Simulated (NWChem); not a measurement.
**Correlation energy of hydronium (H3O (+1))**

```xyz
4

O      0.0000     0.0774     0.0000
H     -0.4720    -0.2067     0.8177
H     -0.4720    -0.2067    -0.8177
H      0.9443    -0.2062     0.0000
```
Charge +1, spin multiplicity 1.

All runs are NWChem calculations. The geometry was optimised at B3LYP/def2-SVP, a minimum by its harmonic frequencies.

Basis set: def2-QZVP. Each correlation energy counts from its own Hartree-Fock reference.

| method | correlation energy (mHa) |
|---|---|
| CR-CCSD(T) | -289.2 |
| CCSD | -282.2 |
| CR-CCSD[T] | -289.4 |
| SCS-MP2 | -276.9 |
| MP2 | -276.1 |

The values span 13.3 mHa, from CR-CCSD[T] (lowest) to MP2 (highest). 

The correlated methods keep 1 core orbital frozen. Coupled-cluster values serve here as a point of comparison, not as the truth.
